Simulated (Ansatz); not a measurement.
**Li⁺ ··· CH5N**

The pair of Li⁺ (SMILES [Li+], atom 1) and CH5N (SMILES CN, atoms 2–8), both closed shells, in one local arrangement (a lower one may exist), relaxed at PBE0-D4/def2-TZVP:

```
8
angstrom
Li -0.2980 0.2410 -2.2251
C 0.1194 -0.5791 0.5099
N -0.1013 0.6299 -0.3229
H 0.2268 -0.3364 1.5678
H 1.0247 -1.0902 0.1814
H -0.7245 -1.2603 0.3980
H 0.6677 1.2748 -0.1522
H -0.9149 1.1204 0.0431
```

Program: Ansatz 0.2.0. Basis: def2-TZVPPD, with def2-QZVPPD for the basis limit. Cores are frozen in the correlated methods. The outer core shell of Li, Na, Mg and K is correlated. B3LYP uses VWN-RPA correlation. Extrapolation: Hartree–Fock as exp(−7.88 √X), correlation as X^−2.97. Interaction energies count from these two fragments, frozen as in the pair, with the counterpoise correction; negative means bound.

What is the interaction energy by CCSD(T) at an estimated basis limit (MP2 extrapolated from triple and quadruple zeta, plus CCSD(T) − MP2 in triple zeta)? (Judge from chemistry; the value comes from the calculation.)

By the calculation: -173.7 kJ/mol. Hartree–Fock alone gives -177.5 kJ/mol at the basis limit. It counts from the two fragments frozen as in the pair.

The same quantity by other methods in triple zeta, and each one's difference from that estimate:
```csv
method,E_int (kJ/mol),difference
PBE-D4,-177.0,-3.3
revPBE-D4,-172.8,0.9
BLYP-D4,-176.9,-3.2
r2SCAN-D4,-169.2,4.5
B97M-V,-170.6,3.1
PBE0-D4,-179.8,-6.1
B3LYP-D4,-180.4,-6.7
HSE06-D4,-179.8,-6.1
wB97X-V,-176.8,-3.1
wB97M-V,-176.2,-2.5
B2PLYP,-177.1,-3.4
HF,-176.2,-2.5
MP2,-170.7,3.0
CCSD,-171.7,2.0
CCSD(T),-170.4,3.3
```
Differences are method less estimate.

Which atoms make the shortest contact between the fragments?

Li1 and N3, 1.95 Å apart.

Basis-set superposition shift (counterpoise-corrected less uncorrected): CCSD(T) 1.5; MP2 1.4; HF 0.2; PBE0-D4 0.3; wB97M-V 0.4 kJ/mol.

T1 diagnostic: at most 0.009.

For scale, one of the runs: CCSD(T)/def2-TZVPPD, 181 basis functions, launched by `ansatz run in.yaml --threads 2 --pin off --events-out ev --progress --plain --max-ram 5222MiB`. The run took 26 s on 2 CPU threads of an Arm Neoverse V2 (shared host), with 1.8 GiB of host memory at its peak.
